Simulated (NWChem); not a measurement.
All runs are NWChem calculations. System: C₂H₄OSi, charge 0, spin multiplicity 1, at a geometry optimised with PBE0/def2-SVP. The structure started from a generated list of species. Level: PBE/pcseg-1.

Part of the output:

```
             Northwest Computational Chemistry Package (NWChem) 7.3.0
             --------------------------------------------------------

                                NWChem Input Module
                                -------------------

 Scaling coordinates for geometry "geometry" by  1.889725989
 (inverse scale =  0.529177249)

 Turning off AUTOSYM since
 SYMMETRY directive was detected!

                             Geometry "geometry" -> ""
                             -------------------------

 Output coordinates in angstroms (scale by  1.889725989 to convert to a.u.)

  No.       Tag          Charge          X              Y              Z
 ---- ---------------- ---------- -------------- -------------- --------------
    1 C                    6.0000    -1.21413700     0.11938400     0.00000000
    2 C                    6.0000    -0.61637600    -1.09388000     0.00000000
    3 Si                  14.0000     0.93514100    -0.10593300     0.00000000
    4 O                    8.0000    -0.29316300     1.13424300     0.00000000
    5 H                    1.0000    -2.27183400     0.41481400     0.00000000
    6 H                    1.0000    -1.06875400    -2.08159600     0.00000000
    7 H                    1.0000     1.78849500    -0.03856600    -1.21805600
    8 H                    1.0000     1.78849500    -0.03856600     1.21805600

 Effective nuclear repulsion energy (a.u.)     157.6674246974

            Nuclear Dipole moment (a.u.)
            ----------------------------
        X                 Y               Z
 ---------------- ---------------- ----------------
    -0.0000113384    -0.0000151178     0.0000000000

      Symmetry information
      --------------------

 Group name             Cs
 Group number              2
 Group order               2
 No. of unique centers     7

      Symmetry unique atoms

     1    2    3    4    5    6    7


 Summary of "ao basis" -> "" (spherical)
 ------------------------------------------------------------------------------
       Tag                 Description            Shells   Functions and Types
 ---------------- ------------------------------  ------  ---------------------
 *                          pcseg-1                   on all atoms

  pbe96 is a nonlocal functional; adding pw91lda local functional.

                                 NWChem DFT Module
                                 -----------------

 Summary of "ao basis" -> "ao basis" (spherical)
 ------------------------------------------------------------------------------
       Tag                 Description            Shells   Functions and Types
 ---------------- ------------------------------  ------  ---------------------
 C                          pcseg-1                  6       14   3s2p1d
 Si                         pcseg-1                  8       18   4s3p1d
 O                          pcseg-1                  6       14   3s2p1d
 H                          pcseg-1                  3        5   2s1p

 Summary of "ao basis" -> "ao basis" (spherical)
 ------------------------------------------------------------------------------
       Tag                 Description            Shells   Functions and Types
 ---------------- ------------------------------  ------  ---------------------
 C                          pcseg-1                  6       14   3s2p1d
 Si                         pcseg-1                  8       18   4s3p1d
 O                          pcseg-1                  6       14   3s2p1d
 H                          pcseg-1                  3        5   2s1p

      Symmetry analysis of basis
      --------------------------

        a'         56
        a"         24

            General Information
            -------------------
          SCF calculation type: DFT
          Wavefunction type:  closed shell.
          No. of atoms     :     8
          No. of electrons :    38
           Alpha electrons :    19
            Beta electrons :    19
          Charge           :     0
          Spin multiplicity:     1
          Use of symmetry is: on ; symmetry adaption is: on
          Maximum number of iterations: 100
          AO basis - number of functions:    80
[...]
    11 a'         12 a'         13 a'         14 a"         15 a'
    16 a'         17 a"         18 a'         19 a"         20 a"
    21 a'         22 a'         23 a'         24 a'         25 a'
    26 a"         27 a'         28 a"         29 a'

------------------------------------------------------------
EAF file 0: "./mol.aoints.0" size=524288 bytes
------------------------------------------------------------
               write      read    awrite     aread      wait
               -----      ----    ------     -----      ----
     calls:        1         0         0         0         0
   data(b): 5.24e+05  0.00e+00  0.00e+00  0.00e+00
   time(s): 0.00e+00  0.00e+00  0.00e+00  0.00e+00  0.00e+00
rate(mb/s): 0.00e+00  0.00e+00
------------------------------------------------------------

   convergence    iter        energy       DeltaE   RMS-Dens  Diis-err    time
 ---------------- ----- ----------------- --------- --------- ---------  ------
 d= 0,ls=0.0,diis     1   -442.8590945842 -6.01D+02  1.86D-02  6.56D-01     0.7
 d= 0,ls=0.0,diis     2   -442.7286547571  1.30D-01  1.21D-02  2.03D+00     0.9
 d= 0,ls=0.0,diis     3   -442.9212274227 -1.93D-01  4.88D-03  1.22D-01     1.0
 d= 0,ls=0.0,diis     4   -442.9219217732 -6.94D-04  2.97D-03  8.97D-02     1.1
 d= 0,ls=0.0,diis     5   -442.9333645294 -1.14D-02  7.61D-04  3.23D-03     1.3
  Resetting Diis
 d= 0,ls=0.0,diis     6   -442.9338286926 -4.64D-04  1.89D-04  2.13D-04     1.4
 d= 0,ls=0.0,diis     7   -442.9338587918 -3.01D-05  1.09D-04  1.79D-05     1.6
 d= 0,ls=0.0,diis     8   -442.9338541096  4.68D-06  7.37D-05  5.14D-05     1.7
 d= 0,ls=0.0,diis     9   -442.9338609084 -6.80D-06  1.70D-05  3.61D-06     1.8
 d= 0,ls=0.0,diis    10   -442.9338613070 -3.99D-07  3.67D-06  7.60D-08     2.0

         Total DFT energy =     -442.933861307000
      One electron energy =     -922.481244314202
           Coulomb energy =      363.385635662023
    Exchange-Corr. energy =      -41.505677352232
 Nuclear repulsion energy =      157.667424697411

 Numeric. integr. density =       37.999998248696

     Total iterative time =      1.8s

                  Occupations of the irreducible representations
                  ----------------------------------------------

                     irrep           alpha         beta
                     --------     --------     --------
                     a'               15.0         15.0
                     a"                4.0          4.0

                       DFT Final Molecular Orbital Analysis
                       ------------------------------------

 Vector   17  Occ=2.000000D+00  E=-3.011118D-01  Symmetry=a'
              MO Center= -4.3D-01,  6.2D-01, -3.5D-14, r^2= 2.1D+00
   Bfn.  Coefficient  Atom+Function         Bfn.  Coefficient  Atom+Function
  ----- ------------  ---------------      ----- ------------  ---------------
    51      0.490268  4 O  py                54      0.332362  4 O  py
    19      0.229550  2 C  py                50     -0.224941  4 O  px
    37     -0.222736  3 Si py                66     -0.183254  6 H  s
     5     -0.168608  1 C  py                49      0.131253  4 O  s
    61     -0.131578  5 H  s                 53     -0.129242  4 O  px

 Vector   18  Occ=2.000000D+00  E=-2.834552D-01  Symmetry=a'
              MO Center= -7.9D-02, -4.8D-01, -1.3D-14, r^2= 2.9D+00
   Bfn.  Coefficient  Atom+Function         Bfn.  Coefficient  Atom+Function
  ----- ------------  ---------------      ----- ------------  ---------------
    18      0.401914  2 C  px                36     -0.346004  3 Si px
    61      0.212415  5 H  s                 37     -0.206845  3 Si py
    21      0.204845  2 C  px                 4     -0.187266  1 C  px
    71     -0.150180  7 H  s                 76     -0.150180  8 H  s
    33      0.129173  3 Si px                 5      0.128212  1 C  py

 Vector   19  Occ=2.000000D+00  E=-2.092649D-01  Symmetry=a"
              MO Center= -5.8D-01, -1.4D-01,  3.4D-16, r^2= 2.1D+00
   Bfn.  Coefficient  Atom+Function         Bfn.  Coefficient  Atom+Function
  ----- ------------  ---------------      ----- ------------  ---------------
    20      0.419021  2 C  pz                52     -0.418762  4 O  pz
    23      0.347225  2 C  pz                55     -0.339546  4 O  pz
     6      0.253696  1 C  pz                 9      0.144395  1 C  pz
    43     -0.056555  3 Si d -1              41     -0.053783  3 Si pz
    11     -0.030273  1 C  d -1              45      0.025337  3 Si d  1

 Vector   20  Occ=0.000000D+00  E=-4.249386D-02  Symmetry=a'
              MO Center=  1.1D+00, -2.1D-01,  2.5D-15, r^2= 3.9D+00
   Bfn.  Coefficient  Atom+Function         Bfn.  Coefficient  Atom+Function
  ----- ------------  ---------------      ----- ------------  ---------------
    40      0.771843  3 Si py                37      0.536631  3 Si py
    17      0.477081  2 C  s                 32     -0.407277  3 Si s
    49     -0.351971  4 O  s                 21      0.286377  2 C  px
     3     -0.221912  1 C  s                 39     -0.201539  3 Si px
    72      0.197906  7 H  s                 77      0.197906  8 H  s

 Vector   21  Occ=0.000000D+00  E=-3.821476D-02  Symmetry=a"
              MO Center= -6.7D-01, -2.7D-01, -1.4D-15, r^2= 2.8D+00
   Bfn.  Coefficient  Atom+Function         Bfn.  Coefficient  Atom+Function
  ----- ------------  ---------------      ----- ------------  ---------------
     9      0.659833  1 C  pz                 6      0.518835  1 C  pz
    23     -0.480887  2 C  pz                41     -0.404575  3 Si pz
    72     -0.392031  7 H  s                 77      0.392031  8 H  s
    20     -0.327832  2 C  pz                38     -0.209196  3 Si pz
    55     -0.198857  4 O  pz                52     -0.183729  4 O  pz

 Vector   22  Occ=0.000000D+00  E= 2.043256D-02  Symmetry=a'
              MO Center=  1.0D+00, -9.2D-02, -2.4D-16, r^2= 5.9D+00
   Bfn.  Coefficient  Atom+Function         Bfn.  Coefficient  Atom+Function
  ----- ------------  ---------------      ----- ------------  ---------------
    39      1.655152  3 Si px                 3      0.834332  1 C  s
    72     -0.755765  7 H  s                 77     -0.755765  8 H  s
    17      0.672147  2 C  s                 40      0.293613  3 Si py
    21      0.278969  2 C  px                36      0.276977  3 Si px
    22     -0.261688  2 C  py                32      0.239364  3 Si s

 center of mass
 --------------
 x =  -0.00668319 y =   0.04532317 z =   0.00000000

 moments of inertia (a.u.)
 ------------------
         153.248349318914           2.068017414871           0.000000000000
           2.068017414871         228.114867513316           0.000000000000
           0.000000000000           0.000000000000         360.004394613103

     Multipole analysis of the density
     ---------------------------------

     L   x y z        total         alpha         beta         nuclear
     -   - - -        -----         -----         ----         -------
     0   0 0 0     -0.000000    -19.000000    -19.000000     38.000000

     1   1 0 0      0.105651      0.052831      0.052831     -0.000011
     1   0 1 0     -0.450080     -0.225033     -0.225033     -0.000015
     1   0 0 1     -0.000000     -0.000000     -0.000000      0.000000

     2   2 0 0    -20.344105    -75.800322    -75.800322    131.256539
     2   1 1 0     -0.014163     -0.494738     -0.494738      0.975314
     2   1 0 1      0.000000      0.000000      0.000000      0.000000
     2   0 2 0    -24.344892    -51.850909    -51.850909     79.356926
     2   0 1 1     -0.000000     -0.000000     -0.000000      0.000000
     2   0 0 2    -24.485920    -17.541207    -17.541207     10.596494

 Task  times  cpu:        2.0s     wall:        2.0s

 Total times  cpu:        2.0s     wall:        2.0s
```

Task: Write an NWChem input that would produce this output.

Result: One answer among several that fit: 
```
start mol
memory heap 200 mb stack 900 mb global 1100 mb
geometry units angstroms nocenter noautoz
  C     -1.214137     0.119384     0.000000
  C     -0.616376    -1.093880     0.000000
  Si     0.935141    -0.105933     0.000000
  O     -0.293163     1.134243     0.000000
  H     -2.271834     0.414814     0.000000
  H     -1.068754    -2.081596     0.000000
  H      1.788495    -0.038566    -1.218056
  H      1.788495    -0.038566     1.218056
  symmetry group Cs
end
basis spherical
  * library pcseg-1
end
dft
  xc xpbe96 cpbe96
  semidirect memsize 60000000 filesize 0
  iterations 100
end
task dft energy
```
